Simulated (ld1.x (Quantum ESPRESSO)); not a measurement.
Before and after: ultrasoft potential for zinc (Zn)

```json
{"Element": "zinc", "Generator": "ld1.x (Quantum ESPRESSO) 7.5", "Type": "ultrasoft", "Functional": "LDA (PZ)", "Relativity": "scalar-relativistic", "Frozen core": "[Ne] 3s2", "Valence charge": "18", "Reference configuration": "3p6 3d10 4s2 4p0", "Partial waves": "4s (bound): rcut 1.50, rcutus 1.75 bohr; 4s channel at 3.95 Ry: rcut 1.50, rcutus 1.75 bohr; 3p (bound): rcut 1.00, rcutus 1.10 bohr; 4p (bound, empty): rcut 1.00, rcutus 1.10 bohr; 3d (bound): rcut 1.00, rcutus 1.05 bohr; 3d channel at 0.25 Ry: rcut 1.00, rcutus 1.05 bohr", "Local potential": "all-electron potential smoothed inside 1.65 bohr (lloc = -1)", "Core correction": "Bessel-smoothed model core inside 0.50 bohr", "Augmentation charge": "PSQ, inside the norm-conserving radii"}
```

All-electron outer shells of the reference configuration (LDA (PZ), scalar-relativistic, ld1.x):

```tsv
shell	level (eV)	outermost node (bohr)	outermost maximum (bohr)
2p	-1003.46	–	0.15
3s	-128.62	0.28	0.59
3p	-83.26	0.25	0.59
3d	-10.42	–	0.56
4s	-6.23	0.85	2.09
4p	-1.23	0.92	3.04
```

Change: waves 3d (bound): rcut 1.00, rcutus 1.54 bohr; 3d channel at 0.25 Ry: rcut 1.00, rcutus 1.54 bohr.

Cutoffs: the cutoffs (Ry, on a coarse ladder) from which the occupation-weighted sum of valence levels, in a spherical-Bessel basis at the reference potential, stays within 10 and 1 mRy of its value at 400 Ry; they do not see the model core or the augmentation charge, which bear on the density cutoff. Errors are all-electron minus pseudo energies relative to the spin-unpolarised reference configuration.

Question: What does the change do?

Answer: The potential gets softer (140 Ry and 230 Ry → 80 Ry and 140 Ry); of the 9 tests that both files solve, the error grows in 2 and shrinks in 6 by more than 15 % and 0.3 meV (median size 5.2 → 2.1 meV); neither file shows a bound ghost. A larger radius leaves more room for a smooth pseudo-wave, so fewer plane waves are needed.

| quantity | base | changed |
| --- | --- | --- |
| cutoff, loose | 140 Ry | 80 Ry |
| cutoff, tight | 230 Ry | 140 Ry |
| loose cutoff by channel (10 mRy a level) | s 8 Ry, p 60 Ry, d 90 Ry | s 8 Ry, p 60 Ry, d 40 Ry |
| bound ghosts | none | none |
| error for 3p6 3d10 4s1 4p0, meV [ΔE 10.19 eV] | -1.4 | -0.9 |
| error for 3p6 3d10 4s0 4p0, meV [ΔE 28.96 eV] | -5.2 | -2.1 |
| error for 3p6 3d9 4s0 4p0, meV [ΔE 69.85 eV] | -48 | -30 |
| error for 3p6 3d9 4s2 4p1, meV [ΔE 12.36 eV] | -51 | -14 |
| error for 3p6 3d10 4s0 4p2, meV [ΔE 10.75 eV] | -0.5 | -1.2 |
| error for 3p5 3d10 4s2 4p0, meV [ΔE 91.92 eV] | -19 | -37 |
| error for 3p6 3d10 4s1.5 4p0, meV [ΔE 4.08 eV] | -0.5 | -0.5 |
| error for 3p6 3d10 4s1 4p0 (spin-polarised), meV [ΔE 9.94 eV] | -1.9 | -1.4 |
| error for 3p6 3d9 4s0 4p0 (spin-polarised), meV [ΔE 69.58 eV] | -29 | -21 |
| s: phases at 1.90 bohr within 0.05 rad from the reference energy up to (Ry; the scan ends near 5) | to the end of the scan | to the end of the scan |
| p: phases at 1.90 bohr within 0.05 rad from the reference energy up to (Ry; the scan ends near 5) | to the end of the scan | to the end of the scan |
| d: phases at 1.90 bohr within 0.05 rad from the reference energy up to (Ry; the scan ends near 5) | to the end of the scan | to the end of the scan |
| lowest overlap eigenvalue by channel | s 0.54, p 0.17, d 0.99 | s 0.54, p 0.17, d 0.75 |
